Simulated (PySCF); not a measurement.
Method: PySCF with M06-2X/def2-TZVP // B3LYP-D3(BJ)/def2-TZVP. All species are isolated molecules in the gas phase. Delta-SCF ions had no search for a lower state. 

Reference species (SMILES): `C(/[SiH3])=C(\C#N)C` (neutral, multiplicity 1).

- S1 oscillator strength = 0.002
- vertical ionisation energy (Delta-SCF) = 10.18 eV

Changed species: `C/C=C(\[SiH3])C#N`.

Question: What does the change do to the S1 oscillator strength and vertical ionisation energy (Delta-SCF)?

Answer: the S1 oscillator strength stays essentially unchanged; the vertical ionisation energy (Delta-SCF) decreases by 0.13 eV, to 10.05 eV.
